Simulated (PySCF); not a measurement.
Isomers of [C8H11]+ (charge +1). Method: PySCF, PBE0-D3(BJ)/def2-SVP geometry optimisation, gas phase. Energies are electronic, without zero-point or thermal terms, for one conformer each. No frequencies were run at this level. Point groups hold within 0.08 Å.

Question: Order them by energy at this level, lowest first, and give relative energies in kcal/mol.
A. `[CH3:1][CH2:2][C:3]1=[CH:4][CH:5]=[CH:6][CH2:7][CH+:8]1` (charge +1) with C1–C2–C3–C4 79°
B. `[CH2:1]=[C:2]([CH3:3])[C+:4]1[CH:5]=[CH:6][CH2:7][CH2:8]1` (charge +1) with C1–C2–C4–C5 -1°

Answer: A (0.0), B (3.8).

Neighbours under 5.0 kcal/mol apart (CCC1=CC=CC[CH+]1 and C=C(C)[C+]1C=CCC1) can change places with a better method, another conformer or zero-point energy.

```csv
SMILES,E (Eh),E rel (kcal/mol),dipole about centre of mass (D),point group,"A, B, C (MHz)"
CCC1=CC=CC[CH+]1,-310.60047,0.0,3.34,C1,"4359, 1422, 1178"
C=C(C)[C+]1C=CCC1,-310.59438,3.8,1.19,Cs,"4230, 1530, 1147"
```

How do the relative energies change in single points at PBE0/pcSseg-1 (no added dispersion term) on the same geometries?

```csv
SMILES,PBE0-D3(BJ)/def2-SVP (kcal/mol),PBE0/pcSseg-1 (kcal/mol),shift
CCC1=CC=CC[CH+]1,0.0,0.0,0.0
C=C(C)[C+]1C=CCC1,3.8,3.6,-0.2
```

Each column counts from its own lowest isomer. The order is unchanged; the largest shift is 0.2 kcal/mol.

As an exercise, what shares would exp(−E/RT) give at 500 K from these electronic energies alone (no entropy, no degeneracies)?

RT = 0.994 kcal/mol: CCC1=CC=CC[CH+]1 97.9 %, C=C(C)[C+]1C=CCC1 2.1 %.
